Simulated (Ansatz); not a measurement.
Cartesian coordinates (Å):
SMILES: [CH3][InH][CH3]
```xyz
10

C      1.8750    -0.2918    -0.2477
In     0.0333     0.7650     0.2428
C     -1.8903    -0.2444     0.0629
H      1.6976    -1.0246    -1.0345
H      2.6569     0.3977    -0.5627
H      2.2251    -0.8244     0.6392
H      0.0887     2.4159     0.8001
H     -1.7723    -1.2491    -0.3398
H     -2.3659    -0.3092     1.0428
H     -2.5515     0.3265    -0.5904
```
Charge 0, spin multiplicity 1.

All values below come from frozen-core CCSD(T)/def2-TZVPP // B3LYP-D3(BJ)/def2-TZVP (Ansatz, a quantum-chemistry and plane-wave program).

```
Quantity                       Result
----------------------  -------------
HF energy               -269.02268 Ha
MP2 correlation energy    -0.66280 Ha
```

Problem. Estimate the CCSD correlation energy, the (T) correction, the total energy and the T1 diagnostic.

Solution. 
| Property | Result |
|---|---|
| CCSD correlation energy | -0.69161 Ha |
| (T) correction | -0.02349 Ha |
| CCSD(T) total energy | -269.73778 Ha |
| T1 diagnostic | 0.012 |
